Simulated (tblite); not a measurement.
Species: C₅H₁₅NSi₂.
Geometry (GFN2-xTB, Å), atoms numbered from 1 in this order:
```xyz
23
C5H15NSi2 angstrom
C      3.4879    0.3600   -0.9822
N      2.4468   -0.5655   -0.6108
Si     1.2342   -0.1413    0.5376
C     -0.0296   -1.5691    0.6105
C     -1.4096   -0.9524    0.8263
C     -1.7379    0.1253   -0.2139
C     -3.1007    0.7486    0.0636
Si    -0.2954    1.3956   -0.2462
H      3.0566    1.3569   -1.0523
H      3.9047    0.0888   -1.9536
H      4.3037    0.3927   -0.2513
H      2.7847   -1.5173   -0.6116
H      1.7678    0.0939    1.9020
H      0.1753   -2.2827    1.4079
H     -0.0304   -2.1309   -0.3250
H     -1.4455   -0.5049    1.8247
H     -2.1774   -1.7337    0.7985
H     -1.7895   -0.3674   -1.1922
H     -3.3466    1.4887   -0.6948
H     -3.8852   -0.0087    0.0686
H     -3.1029    1.2438    1.0329
H     -0.6225    2.5109    0.6561
H     -0.1934    1.9954   -1.5846
```

Calculated harmonic vibrations of the isolated species, GFN2-xTB (tblite), most abundant isotopes, no scaling. The method is semi-empirical: single wavenumbers can be off by several per cent or more. Modes of hydrogen on silicon can be 10 to 20 % off. One conformer, not necessarily the lowest.

Harmonic wavenumbers (cm⁻¹): 43.6, 72.9, 115.9, 139.4, 176.2, 218.3, 227.5, 250.0, 274.7, 314.0, 338.6, 405.8, 458.6, 472.0, 521.2, 539.7, 590.7, 638.2, 655.7, 673.0, 704.9, 776.3, 807.3, 827.1, 917.3, 946.3, 1009.1, 1054.2, 1060.8, 1071.8, 1107.8, 1111.6, 1145.3, 1156.0, 1195.8, 1270.9, 1293.2, 1301.6, 1350.1, 1355.7, 1418.2, 1422.6, 1487.6, 1493.7, 1505.2, 1509.3, 1512.5, 1517.3, 2051.1, 2171.0, 2188.0, 2905.4, 2907.9, 2919.1, 2948.3, 2971.4, 2977.9, 2990.9, 2992.6, 3018.8, 3019.6, 3029.7, 3423.2.

A = 2691, B = 853.4, C = 708.4 MHz; mass 145.074 u (most abundant isotopes); point group C1, symmetry number 1.

**Question.** Zero-point energy?

**Answer.** ½Σν̃ = 41485 cm⁻¹ = 118.61 kcal/mol.

**Question.** Give the ideal-gas entropy at 400 K and 1 bar in the rigid-rotor, harmonic-oscillator model (classical rotation).

**Answer.** Translation 42.31, rotation 30.55, vibration 47.21: S = 120.1 cal/(mol K).

**Question.** And Cp and H(400 K) − H(0)?

**Answer.** Cp = 57.73 cal/(mol K), of which vibrations give 49.78 (their classical limit is 63 R = 125.2); H(400 K) − H(0) = 13.24 kcal/mol without the zero-point energy, 10.06 from vibrations.

**Question.** How do the functions run with temperature in this model?

**Answer.** 
```csv
T (K),S (cal/(mol K)),Cp (cal/(mol K)),H − H(0) (kcal/mol),G − H(0) (kcal/mol),ln q(vib)
150,80.5,27.2,2.54,-9.54,3.25
250,97.4,39.8,5.90,-18.45,6.35
298.15,104.9,45.8,7.96,-23.32,7.87
600,147.2,76.3,26.76,-61.57,17.35
900,181.9,94.7,52.63,-111.10,26.21
```

q(vib) and H(0) count from the zero-point level.

**Question.** What must be added to the electronic energy to get the Gibbs energy at 400 K and 1 bar?

**Answer.** ZPE + [H(400 K) − H(0)] − T·S = 118.61 + 13.24 − 48.03 = 83.82 kcal/mol.

**Question.** Blend soft modes into free rotors: weight 1/[1 + (100 cm⁻¹/ν̃)⁴] for the oscillator and the rest for a rotor with moment μB/(μ + B), μ = h/(8π²ν), B = 10⁻⁴⁴ kg m². What vibrational entropy results?

**Answer.** 44.22 cal/(mol K) in place of 47.21, which changes −T·S at 400 K by +1.19 kcal/mol.

**Question.** Which modes carry the vibrational entropy at 400 K?

**Answer.** 43.6 cm⁻¹: 5.67; 72.9 cm⁻¹: 4.65; 115.9 cm⁻¹: 3.74; 139.4 cm⁻¹: 3.38; 176.2 cm⁻¹: 2.93; 218.3 cm⁻¹: 2.52 cal/(mol K); the other 57 give 24.32 together.

Hindered rotation and anharmonicity are outside this model. Other conformers, if any are populated, would add a mixing term that is left out. The structure is chiral; the term R ln 2 for an equal mix with its mirror image is left out.
